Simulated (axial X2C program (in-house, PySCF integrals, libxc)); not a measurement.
**Nuclear properties of SeO⁻**

Computed with an axial X2C code built on PySCF integrals: two-component X2C with atomic mean-field Coulomb and Gaunt terms, Gaussian nuclei, basis Se dyall-acv3z, O dyall-av3z with contracted cores.

R = 1.719 Å (near the PBE0 minimum at charge -1 of the determinant lowest at the starting distance; the state shown can have its own minimum elsewhere).

Determinant lowest in the PBE0 search, Ω = 3/2 (⟨Sz⟩ = 0.50, ⟨Lz⟩ = 1.00 at PBE0), spin on the atoms Se 0.30, O 0.20:

```tsv
level	Eeff magnitude (GV/cm)	Ws magnitude Se (kHz)	A∥/gI Se (MHz)	qzz Se (a.u.)	A∥/gI O (MHz)	qzz O (a.u.)
PBE0	0.00873	0.0197	229	4.59	114	1.53
HF	0.125	0.013	122	6.53	224	0.90
TPSSh	0.0127	0.0196	228	4.62	103	1.53
BHandHLYP	0.00977	0.0158	234	4.95	138	1.48
PBE	0.0155	0.0108	226	4.42	98.7	1.52
```

Determinant 0.13 eV from it at PBE0 and this distance, Ω = 1/2 (⟨Sz⟩ = -0.50, ⟨Lz⟩ = 1.00 at PBE0), spin on the atoms Se -0.28, O -0.22:

```json
{"level": "PBE0", "Eeff magnitude (GV/cm)": "0.144", "Ws magnitude Se (kHz)": "0.0686", "A∥/gI Se (MHz)": "1400", "qzz Se (a.u.)": "4.60", "A∥/gI O (MHz)": "473", "qzz O (a.u.)": "1.47"}
{"level": "HF", "Eeff magnitude (GV/cm)": "0.157", "Ws magnitude Se (kHz)": "0.0655", "A∥/gI Se (MHz)": "708", "qzz Se (a.u.)": "6.78", "A∥/gI O (MHz)": "630", "qzz O (a.u.)": "0.80"}
{"level": "TPSSh", "Eeff magnitude (GV/cm)": "0.129", "Ws magnitude Se (kHz)": "0.0596", "A∥/gI Se (MHz)": "1390", "qzz Se (a.u.)": "4.61", "A∥/gI O (MHz)": "464", "qzz O (a.u.)": "1.48"}
{"level": "BHandHLYP", "Eeff magnitude (GV/cm)": "0.155", "Ws magnitude Se (kHz)": "0.0734", "A∥/gI Se (MHz)": "1300", "qzz Se (a.u.)": "5.06", "A∥/gI O (MHz)": "496", "qzz O (a.u.)": "1.39"}
{"level": "PBE", "Eeff magnitude (GV/cm)": "0.167", "Ws magnitude Se (kHz)": "0.0944", "A∥/gI Se (MHz)": "1420", "qzz Se (a.u.)": "4.39", "A∥/gI O (MHz)": "451", "qzz O (a.u.)": "1.48"}
```

Eeff is the effective electric field on the electron electric dipole moment in this Ω state and Ws the scalar–pseudoscalar constant of the nucleus named (defined with the proton number Z and per Ω); A∥ (defined per Ω) follows by multiplying with gI = μI/(I μN); qzz is the electric field gradient, eQq0 = 234.96 MHz × Q/barn × qzz. The operators were transformed with the bare-nucleus X2C matrices; with these basis sets, hyperfine constants and field gradients can be off by tens of per cent, and where levels differ in sign neither size nor sign is settled.

(1) With gI(77Se) = 1.0701, Q(17O) = -0.02558 barn (g factors from the IAEA table of nuclear moments by Stone; Q from Pyykkö, Mol. Phys. 2018), turn the PBE0 values of the first state into constants in MHz.

Each state is one determinant with collinear spin. Unrestricted Hartree–Fock can overshoot spin polarisation at the nuclei. In the state Ω = 3/2 the sign of Eeff differs between levels (HF, BHandHLYP, PBE against PBE0). For an anion, determinants above electron detachment, or with a positive highest level, are held by the basis set. Where Eeff spreads by more than a factor of two the levels disagree and none is to be relied on. The search compared states at one distance, so a state with another bond length can lie lower. The sign of Ws at Se differs between levels in the first state. Further determinants of the search, some of them spin-mixed, are not shown. Where a field gradient or hyperfine factor spreads by more than a factor of two over the levels, a constant derived from it is not to be relied on. PBE0 term energies can be off by some tenths of an eV.

## Answers

(1) A∥(77Se) = 229 × 1.0701 = 245 MHz; eQq0(17O) = 234.96 × (-0.02558) × (1.53) = -9.2 MHz.
